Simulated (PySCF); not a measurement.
C7H15PSi: full NMR table

* Formula: C7H15PSi
* SMILES: C[Si@@H](P)C#CC(C)(C)C
* InChI: InChI=1S/C7H15PSi/c1-7(2,3)5-6-9(4)8/h9H,8H2,1-4H3/t9-/m1/s1
* Point group of the computed structure: C1
* Carbon signals: 5
* Proton signals: 4

Mapped SMILES: `[CH3:1][Si@@H:2]([PH2:3])[C:4]#[C:5][C:6]([CH3:7])([CH3:8])[CH3:9]`. Each H is labelled by its parent atom.

Level of theory: shieldings: GIAO PBE0/pcSseg-1, geometry from GFN2-xTB, in PySCF 2.14 (gas phase, equivalent nuclei averaged, non-relativistic Hamiltonian, one computed conformer).

Chemical shifts δ = σref − σ; TMS for 1H (σref 31.72), 13C (σref 186.93), 29Si (σref 349.16); 31P (σref 318.38) against H3PO4, all at this level.

| carbon | δC, type | δH (multiplicity) | HMBC from (2–3 bonds) | span of the C tensor (ppm) |
| --- | --- | --- | --- | --- |
| C1 | -1.1, CH3 | 0.33 (m) | H(Si2), H(P3) | 15 |
| C4 | 86.9, C | – | H(Si2), H(P3), H(C1) | 236 |
| C5 | 128.5, C | – | H(Si2), H(C7)/H(C8)/H(C9) | 305 |
| C6 | 29.1, C | – | H(C7)/H(C8)/H(C9) | 15 |
| C7/C8/C9 | 32.6, CH3 | 1.29 (s) | H(C7)/H(C8)/H(C9) | 47 |

Other nuclei:
```csv
atoms,nucleus,environment,δ (ppm),σ (ppm)
H(Si2),1H,"hydrogen on a silicon bonded to 2 C, P",4.76,26.96
H(P3),1H,hydrogen on a phosphorus bonded to Si,1.25,30.47
P3,31P,"phosphorus bonded to Si, 2 H",-273.4,591.7
Si2,29Si,"silicon bonded to 2 C, P, H",-45.9,395.1
```

- δC 128.5, 86.9: alkyne carbon.
- δC 32.6: methyl carbon; saturated and bonded to C and H only.
- δC 29.1: propargylic quaternary sp3 carbon; a saturated carbon with 4 carbon neighbours and no heteroatom attached.
- δC -1.1: methyl carbon bonded to Si; an electropositive neighbour leaves it electron-rich and shielded.
- δH 0.33: hydrogen on a methyl carbon bonded to Si; an electropositive neighbour shields it, as in TMS itself.

Splittings by 31P in the carbon and heteronuclear signals aren't shown, as no couplings were computed. Shifts are as computed. Against solution values, carbons near 30 ppm lie about +3 ppm off and those near 130 ppm about +5 ppm. Of 1211 compounds with measured shifts, 218 miss one by over three times the rms of a fit or turn the order of signals round; such compounds aren't used in these exercises. Experimental scales use liquid or dissolved standards, which lie at an offset from isolated H3PO4. Multiplicities follow the n + 1 count of equivalent neighbours, as no J values were calculated; m marks all less simple cases, F and P coupling included.
